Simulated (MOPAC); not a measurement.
MOPAC input (PM3):

```
PM3 PRECISE GNORM=0.05 LET XYZ CHARGE=-1 GEO-OK AUX(PRECISION=9) THREADS=1
C3H3O

C     1.93247900 1   -0.08126400 1    0.33074900 1
C     0.69176600 1   -0.29335800 1    0.02596800 1
C    -0.61454500 1   -0.46758400 1   -0.12127800 1
O    -1.56059900 1    0.62372400 1   -0.10743000 1
H     2.60144600 1    0.10003200 1   -0.52662500 1
H    -1.13045500 1   -1.41076100 1   -0.23471300 1
H    -1.04439500 1    1.37417600 1    0.20815100 1
```

Output:

```
 *******************************************************************************
 **                                                                           **
 **                              MOPAC v23.2.5                                **
 **                                                                           **
 *******************************************************************************
 ** MOPAC's Digital Object Identifier: https://doi.org/10.5281/zenodo.6511958 **
 **                                                                           **
 ** Please cite the open-source release paper for use of this MOPAC version:  **
 ** J. E. Moussa and J. J. P. Stewart (2026)                                  **
 ** MOPAC: An open-source semiempirical molecular orbital program             **
 ** J. Open Source Softw., 11(119), 8025, https://doi.org/10.21105/joss.08025 **
 *******************************************************************************

                              PM3 CALCULATION RESULTS

 *******************************************************************************
 *  PM3        - The PM3 Hamiltonian to be used
 *  GEO-OK     - OVERRIDE INTERATOMIC DISTANCE AND OTHER SAFETY CHECKS
 *
 *
 *
 *                 CHARGE ON SYSTEM = -1
 *
 *
 *
 *  LET        - OVERRIDE SOME SAFETY CHECKS
 *  PRECISE    - TIGHTER CRITERIA TO BE USED
 *  XYZ        - CARTESIAN COORDINATE SYSTEM TO BE USED
 *  GNORM      - EXIT WHEN GRADIENT NORM DROPS BELOW 0.050
 *  AUX        - OUTPUT AUXILIARY INFORMATION
 *******************************************************************************
PM3 PRECISE GNORM=0.05 LET XYZ CHARGE=-1 GEO-OK AUX(PRECISION=9) THREADS=1
 C3H3O

   ATOM   CHEMICAL          X               Y               Z
  NUMBER   SYMBOL      (ANGSTROMS)     (ANGSTROMS)     (ANGSTROMS)

     1       C          1.93247900  *  -0.08126400  *   0.33074900  *
     2       C          0.69176600  *  -0.29335800  *   0.02596800  *
     3       C         -0.61454500  *  -0.46758400  *  -0.12127800  *
     4       O         -1.56059900  *   0.62372400  *  -0.10743000  *
     5       H          2.60144600  *   0.10003200  *  -0.52662500  *
     6       H         -1.13045500  *  -1.41076100  *  -0.23471300  *
     7       H         -1.04439500  *   1.37417600  *   0.20815100  *

          CARTESIAN COORDINATES

    NO.       ATOM           X           Y           Z

     1         C          1.9325     -0.0813      0.3307
     2         C          0.6918     -0.2934      0.0260
     3         C         -0.6145     -0.4676     -0.1213
     4         O         -1.5606      0.6237     -0.1074
     5         H          2.6014      0.1000     -0.5266
     6         H         -1.1305     -1.4108     -0.2347
     7         H         -1.0444      1.3742      0.2082

  H: (PM3): J. J. P. STEWART, J. COMP. CHEM. 10, 209 (1989).
  C: (PM3): J. J. P. STEWART, J. COMP. CHEM. 10, 209 (1989).
  O: (PM3): J. J. P. STEWART, J. COMP. CHEM. 10, 209 (1989).

           Empirical Formula: C3 H3 O  =     7 atoms

      MOLECULAR POINT GROUP   :   C1

      RHF CALCULATION, NO. OF DOUBLY OCCUPIED LEVELS = 11

          Geometry optimization using EF

          DIAGONAL MATRIX USED AS START HESSIAN

 CYCLE:     1  GRAD.:    91.901 HEAT:  25.63167
 CYCLE:     2  GRAD.:   702.646 HEAT:  65.84486
 CYCLE:     3  GRAD.:   425.479 HEAT:  48.71295
 CYCLE:     4  GRAD.:   153.779 HEAT:  27.28317
 CYCLE:     5  GRAD.:   233.720 HEAT:  34.81517
 CYCLE:     6  GRAD.:   369.277 HEAT:  41.59949
 CYCLE:     7  GRAD.:   200.302 HEAT:  26.64278
 CYCLE:     8  GRAD.:   262.669 HEAT:  35.56570
 CYCLE:     9  GRAD.:   359.598 HEAT:  40.37678
 CYCLE:    10  GRAD.:   221.691 HEAT:  29.74432
 CYCLE:    11  GRAD.:   164.279 HEAT:  26.93516
 CYCLE:    12  GRAD.:   226.371 HEAT:  30.89043
 CYCLE:    13  GRAD.:    51.374 HEAT:  19.27877
 CYCLE:    14  GRAD.:    20.348 HEAT:  18.68663
 CYCLE:    15  GRAD.:    21.015 HEAT:  18.20530
 CYCLE:    16  GRAD.:    40.373 HEAT:  17.43088
 CYCLE:    17  GRAD.:    28.970 HEAT:  16.82827
 CYCLE:    18  GRAD.:    22.102 HEAT:  16.11364
 CYCLE:    19  GRAD.:    74.543 HEAT:  17.22169
 CYCLE:    20  GRAD.:    32.235 HEAT:  15.99600
 CYCLE:    21  GRAD.:    34.547 HEAT:  15.98310
 CYCLE:    22  GRAD.:     7.056 HEAT:  15.63386
 CYCLE:    23  GRAD.:     7.522 HEAT:  15.54451
 CYCLE:    24  GRAD.:    10.648 HEAT:  15.41502
 CYCLE:    25  GRAD.:     9.215 HEAT:  15.31405
 CYCLE:    26  GRAD.:    10.417 HEAT:  15.19655
 CYCLE:    27  GRAD.:    11.434 HEAT:  15.03636
 CYCLE:    28  GRAD.:    12.339 HEAT:  14.86533
 CYCLE:    29  GRAD.:    23.561 HEAT:  14.94372
 CYCLE:    30  GRAD.:    17.526 HEAT:  14.89772
 CYCLE:    31  GRAD.:     8.787 HEAT:  14.80357
 CYCLE:    32  GRAD.:     3.433 HEAT:  14.77257
 CYCLE:    33  GRAD.:     4.600 HEAT:  14.75379
 CYCLE:    34  GRAD.:     7.442 HEAT:  14.71959
 CYCLE:    35  GRAD.:     5.716 HEAT:  14.69998
 CYCLE:    36  GRAD.:     2.182 HEAT:  14.68767
 CYCLE:    37  GRAD.:     0.625 HEAT:  14.68444
 CYCLE:    38  GRAD.:     1.189 HEAT:  14.68137
 CYCLE:    39  GRAD.:     0.429 HEAT:  14.68065
 CYCLE:    40  GRAD.:     0.218 HEAT:  14.68049
 CYCLE:    41  GRAD.:     0.063 HEAT:  14.68048
 CYCLE:    42  GRAD.:     0.092 HEAT:  14.68047
 CYCLE:    43  GRAD.:     0.082 HEAT:  14.68046
 CYCLE:    44  GRAD.:     0.040 HEAT:  14.68046

     GRADIENT =  0.04018 IS LESS THAN CUTOFF =  0.05000

 -------------------------------------------------------------------------------
 PM3 PRECISE GNORM=0.05 LET XYZ CHARGE=-1 GEO-OK AUX(PRECISION=9) THREADS=1
 C3H3O

     GEOMETRY OPTIMISED USING EIGENVECTOR FOLLOWING (EF).
     SCF FIELD WAS ACHIEVED

                              PM3 CALCULATION
                                                       MOPAC v23.2.5 Linux

          FINAL HEAT OF FORMATION =         14.68046 KCAL/MOL =      61.42303 KJ/MOL

          COSMO AREA              =         95.82 SQUARE ANGSTROMS
          COSMO VOLUME            =         77.11 CUBIC ANGSTROMS

          GRADIENT NORM           =          0.04018          =       0.01519 PER ATOM
          IONIZATION POTENTIAL    =          0.960443 EV
          HOMO LUMO ENERGIES (EV) =         -0.960  7.885
          NO. OF FILLED LEVELS    =         11
          MOLECULAR WEIGHT        =         55.0561         POINT GROUP:  C1

          MOLECULAR DIMENSIONS (Angstroms)

            Atom       Atom       Distance
            H     7    H     5     4.70829
            H     6    H     7     2.34154
            O     4    H     5     0.71808

          SCF CALCULATIONS        =         45

   ATOM   CHEMICAL          X               Y               Z
  NUMBER   SYMBOL      (ANGSTROMS)     (ANGSTROMS)     (ANGSTROMS)

     1       C          1.91364591  *  -0.11389061  *   0.04364279  *
     2       C          0.70775343  *  -0.24018677  *  -0.00363349  *
     3       C         -0.64332473  *  -0.41124805  *   0.00360938  *
     4       O         -1.48950625  *   0.64964776  *  -0.24573687  *
     5       H          2.96201689  *  -0.00340495  *   0.05814150  *
     6       H         -1.12230186  *  -1.38551672  *   0.00437265  *
     7       H         -1.58719470  *   1.08368487  *   0.59752271  *

                             CARTESIAN COORDINATES

   1    C        1.913645905    -0.113890606     0.043642788
   2    C        0.707753433    -0.240186773    -0.003633490
   3    C       -0.643324727    -0.411248052     0.003609378
   4    O       -1.489506249     0.649647761    -0.245736866
   5    H        2.962016892    -0.003404952     0.058141502
   6    H       -1.122301859    -1.385516719     0.004372646
   7    H       -1.587194699     1.083684872     0.597522714

           Empirical Formula: C3 H3 O  =     7 atoms

      MOLECULAR POINT GROUP   :   C1

                  EIGENVALUES
 -31.57526 -25.16306 -18.47194 -12.66242 -11.25548 -10.31236  -9.57006  -5.84545
  -5.54221  -4.81562  -0.96044   7.88473   8.57983   9.02374   9.76424  10.59018
  11.25505  12.06212  13.34626

              NET ATOMIC CHARGES AND DIPOLE CONTRIBUTIONS

  ATOM NO.   TYPE          CHARGE      No. of ELECS.   s-Pop       p-Pop
    1          C          -0.661599        4.6616     1.21164     3.44996
    2          C           0.061833        3.9382     1.16638     2.77179
    3          C          -0.538250        4.5382     1.15022     3.38803
    4          O          -0.240081        6.2401     1.80342     4.43666
    5          H           0.174743        0.8253     0.82526
    6          H           0.097455        0.9025     0.90254
    7          H           0.105899        0.8941     0.89410
 DIPOLE           X         Y         Z       TOTAL
 POINT-CHG.    -1.321     0.582     0.250     1.465
 HYBRID         0.288     0.100     0.272     0.408
 SUM           -1.033     0.683     0.521     1.343

          ATOMIC ORBITAL ELECTRON POPULATIONS

     Atom    s        px        py        pz
    1  C   1.21164   0.96578   1.07435   1.40983
    2  C   1.16638   0.91616   0.93277   0.92287
    3  C   1.15022   0.85988   0.90583   1.62232
    4  O   1.80342   1.67180   1.44552   1.31934
    5  H   0.82526
    6  H   0.90254
    7  H   0.89410

 **********************
 *                    *
 * JOB ENDED NORMALLY *
 *                    *
 **********************

 == MOPAC DONE ==
```

The dipole moment of an ion depends on the origin.

The geometry given is a B3LYP-D3(BJ)/def2-TZVP minimum.
